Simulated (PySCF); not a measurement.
PySCF input for HO4S, SMILES [O]S(=O)(=O)O, multiplicity 2, IEF-PCM-M06-2X/def2-SVP. The structure is a stationary point at r2SCAN-D4/def2-SVP. The isomer is the one that the SMILES or the coordinates give; other isomers of the formula were not compared. The values are those of a single conformer.

```python
import numpy as np
from pyscf import gto, scf, dft
from pyscf.solvent import pcm

mol = gto.M(
    atom='''
    O     0.53490725   -0.77819455   -1.16160211
    S    -0.09235637   -0.06881508    0.00000000
    O     0.53490724   -0.77819457    1.16160211
    O    -1.53152606    0.07171319   -0.00000001
    O     0.46636506    1.44464985    0.00000000
    H     1.44047394    1.42124997    0.00000001
    ''',
    basis='def2-SVP',
    charge=0,
    spin=1,
    max_memory=1600,
    verbose=3,
)
mf = dft.UKS(mol, xc='m06-2x').density_fit(auxbasis='def2-universal-jkfit')
mf.grids.level = 4
mf.conv_tol = 1e-9
mf.max_cycle = 100
mf.kernel()
fine, coarse = mf.grids, dft.Grids(mol).set(level=1).build(with_non0tab=True)
for _ in range(3):  # follow internal instabilities
    mf.grids = coarse
    mo, _, stable, _ = mf.stability(return_status=True, nroots=4)
    mf.grids = fine
    if stable:
        break
    mf.kernel(mf.make_rdm1(mo, mf.mo_occ))
res = {}
for name, eps in {'water': 78.355, 'chlorobenzene': 5.6968, 'N,N-dimethylformamide': 37.219}.items():
    s = mf.PCM()
    s.with_solvent.method, s.with_solvent.eps, s.with_solvent.lebedev_order = 'IEF-PCM', eps, 29
    s.kernel(mf.make_rdm1())
    res[name] = (s.e_tot, eps, s.dip_moment(), s.mo_energy, s.converged)
    print(f'{name}: electrostatic solvation free energy {(s.e_tot - mf.e_tot) * 627.509474:.3f} kcal/mol')
```

Program output:

```

WARN: HOMO -0.405988654261602 >= LUMO -0.405988654261604

converged SCF energy = -699.030775977628  <S^2> = 0.76486374  2S+1 = 2.0148089
<class 'pyscf.df.df_jk.DFUKS'> wavefunction is stable in the internal stability analysis

WARN: PCM is an experimental feature. It is still in testing.
Features and APIs may be changed in the future.

converged SCF energy = -699.04361005342  <S^2> = 0.76439144  2S+1 = 2.01434
Dipole moment(X, Y, Z, Debye):  3.17581,  1.56610, -0.00001
water: electrostatic solvation free energy -8.054 kcal/mol

WARN: PCM is an experimental feature. It is still in testing.
Features and APIs may be changed in the future.

converged SCF energy = -699.040413245618  <S^2> = 0.76449628  2S+1 = 2.0144441
Dipole moment(X, Y, Z, Debye):  3.01174,  1.51290, -0.00000
chlorobenzene: electrostatic solvation free energy -6.047 kcal/mol

WARN: PCM is an experimental feature. It is still in testing.
Features and APIs may be changed in the future.

converged SCF energy = -699.043303743444  <S^2> = 0.76440108  2S+1 = 2.0143496
Dipole moment(X, Y, Z, Debye):  3.15991,  1.56122, -0.00001
N,N-dimethylformamide: electrostatic solvation free energy -7.861 kcal/mol
```

The calculation finished and met its thresholds.
